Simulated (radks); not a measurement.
All-electron atom: the titanium ion Ti+ in [Ar] 3d2 5f1 (not the ground configuration).

All-electron calculation, non-relativistic Kohn-Sham, r2SCAN, spin-unpolarised, spherical densities, point nucleus; meta-GGA in the generalised Kohn-Sham scheme. Program: a radial shooting solver on a logarithmic mesh with Libxc functionals.

Energy parts (eV):
| part | energy |
|---|---|
| total | -23090.729 |
| kinetic | 23070.518 |
| electron-nucleus | -54413.694 |
| Hartree | 9383.167 |
| exchange-correlation | -1130.719 |

Orbitals (lengths in bohr, moments of r in powers of bohr):
| orbital | occ. | eigenvalue (eV) | <r> |
|---|---|---|---|
| 1s | 2 | -4870.442 | 0.07018 |
| 2s | 2 | -551.8951 | 0.3266 |
| 2p | 6 | -462.0144 | 0.2905 |
| 3s | 2 | -77.6220 | 1.015 |
| 3p | 6 | -53.5333 | 1.086 |
| 3d | 2 | -17.1642 | 1.423 |
| 5f | 1 | -1.6723 | 15.63 |

The highest occupied level is 5f at -1.672 eV. The electron density at the nucleus is 7131 e/bohr^3.
